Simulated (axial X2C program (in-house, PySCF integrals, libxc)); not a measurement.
## Which molecule has these constants?

All values come from calculations with an axial X2C code built on PySCF integrals, spin-free (one-electron X2C) or two-component (2c: spin–orbit coupling with atomic mean-field Coulomb and Gaunt terms, which also bring small scalar terms), in Dyall basis sets with cores contracted in-house; open shells are unrestricted.

A two-component PBE0 calculation in a Dyall 3-zeta basis gave Re = 2.067 Å, ωe = 546.5 cm⁻¹, De = 4.64 eV, Ω = 0.

Question: Which molecule is it?
A. GeS⁻
B. NaGe⁻
C. GeP⁻
D. SiGe⁻
E. GeCl⁻

Answer: C. The others have GeCl⁻ 2.352 Å and 277.7 cm⁻¹ (Ω = 1); NaGe⁻ 2.924 Å and 157.7 cm⁻¹ (Ω = 1); GeS⁻ 2.113 Å and 473.5 cm⁻¹ (Ω = 1/2); SiGe⁻ 2.234 Å and 445.6 cm⁻¹ (Ω = 3/2).

Each entry is the lowest single determinant of a limited PBE0 search at one distance. De goes to single-determinant-based atoms at the same level (for ions the charge split of lowest energy) and is withheld (n/a) where an atom does not fit its ground term or J level. Main or longest-lived isotopes. One determinant is a doubtful description, or other states lie close, for GeCl⁻, NaGe⁻, SiGe⁻; these need not be ground states, and all values refer to the states named. Some open-shell Ω = 0 determinants are out of reach, so the Ω given for GeCl⁻, NaGe⁻ need not be the lowest component. With several unpaired electrons the Ω given is that of one determinant, not necessarily of the lowest component. The functionals have no current term, which raises determinants with orbital currents.
